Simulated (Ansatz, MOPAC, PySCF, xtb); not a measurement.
Diatomic InCu, closed-shell singlet (lowest of 2S+1 = 1, 3 at CCSD(T)/def2-TZVPP on PBE0 minima; our sources give no spin for the ground state, which may be another). No spin–orbit coupling. Cu is treated without relativity.

The constants come from a fifth-degree fit in 1/R (seven points, main isotopes). Runs in def2 and cc sets follow the lowest solution found near the PBE0 minimum. The singlet is held restricted. HF and MP2 rows in def2 and cc sets belong to the determinant that coupled cluster picked by its CCSD energy.

The values were computed with Ansatz (Gaussian orbitals); MOPAC for PM7 (differences of heats of formation); PySCF for LANL2DZ rows; xtb for the GFN methods.  In def2 rows elements past Kr take small-core potentials, without spin–orbit coupling.

| level | r_e (Å) | ω_e (cm⁻¹) | B_e (cm⁻¹) | α_e (cm⁻¹) | dipole (D) |
|---|---|---|---|---|---|
| PM7 | 2.668 | 359 | 0.0582 | 0.00014 | - |
| GFN1-xTB | 2.672 | 156 | 0.0581 | 0.00052 | - |
| GFN2-xTB | 2.625 | 172 | 0.0602 | 0.00029 | - |
| SVWN5/def2-TZVPP | 2.485 | 203 | 0.0671 | 0.00030 | 1.40 |
| PBE/def2-TZVPP | 2.569 | 183 | 0.0628 | 0.00029 | 1.49 |
| BP86/LANL2DZ | 2.554 | 177 | 0.0635 | 0.00028 | 0.93 |
| r2SCAN/def2-TZVPP | 2.533 | 192 | 0.0646 | 0.00029 | 1.05 |
| B97M-V/def2-TZVPP | 2.595 | 173 | 0.0616 | 0.00029 | 1.72 |
| B3LYP/LANL2DZ | 2.581 | 169 | 0.0622 | 0.00029 | 0.94 |
| B3LYP/def2-TZVPP | 2.604 | 173 | 0.0612 | 0.00029 | 1.40 |
| PBE0/def2-TZVPP | 2.590 | 175 | 0.0618 | 0.00029 | 0.92 |
| BHLYP/def2-TZVPP | 2.641 | 164 | 0.0594 | 0.00027 | 0.67 |
| CAM-B3LYP/def2-TZVPP | 2.579 | 180 | 0.0623 | 0.00028 | 0.89 |
| wB97X-V/def2-TZVPP | 2.585 | 181 | 0.0621 | 0.00027 | 0.28 |
| wB97M-V/def2-TZVPP | 2.583 | 182 | 0.0621 | 0.00027 | 0.39 |
| B2PLYP/def2-TZVPP | 2.566 | 183 | 0.0630 | 0.00030 | - |
| MP2/def2-TZVPP | 2.512 | 197 | 0.0657 | 0.00031 | - |
| MP2/def2-QZVPP | 2.489 | 198 | 0.0669 | 0.00030 | - |
| MP2/CBS(def2-TZVPP, def2-QZVPP) | 2.477 | 199 | 0.0675 | 0.00029 | - |
| SCS-MP2/def2-TZVPP | 2.552 | 185 | 0.0636 | 0.00031 | - |
| SCS-MP2/def2-QZVPP | 2.532 | 186 | 0.0646 | 0.00029 | - |
| CCSD/def2-TZVPP | 2.598 | 173 | 0.0614 | 0.00030 | - |
| CCSD/def2-QZVPP | 2.586 | 173 | 0.0620 | 0.00026 | - |
| CCSD(T)/def2-TZVPP | 2.565 | 181 | 0.0630 | 0.00031 | - |
| CCSD(T)/def2-QZVPP | 2.554 | 181 | 0.0636 | 0.00028 | - |
| CCSD(T)/CBS(def2-TZVPP, def2-QZVPP) | 2.550 | 182 | 0.0638 | 0.00026 | - |

Correlated levels freeze the inner cores; with def2 sets outer-core shells near the valence are correlated too. CBS(a, b) extrapolates the correlation energy as X⁻³ and adds the Hartree–Fock energy of set b. Rows in LANL2DZ carry no dispersion term and start afresh at each structure. LANL2DZ brings its own core potentials from Na on. The state that PM7 reach isn't checked; PM7 holds dispersion and hydrogen-bond terms.

Doubts at one or more of the structures used: a restricted determinant that unrestricted orbitals would lower (MP2/def2-TZVPP, MP2/def2-QZVPP, MP2/CBS(def2-TZVPP, def2-QZVPP), SCS-MP2/def2-TZVPP, SCS-MP2/def2-QZVPP, CCSD/def2-TZVPP, CCSD/def2-QZVPP, CCSD(T)/def2-TZVPP, CCSD(T)/def2-QZVPP, CCSD(T)/CBS(def2-TZVPP, def2-QZVPP)).

Ansatz is a program for electronic structure.
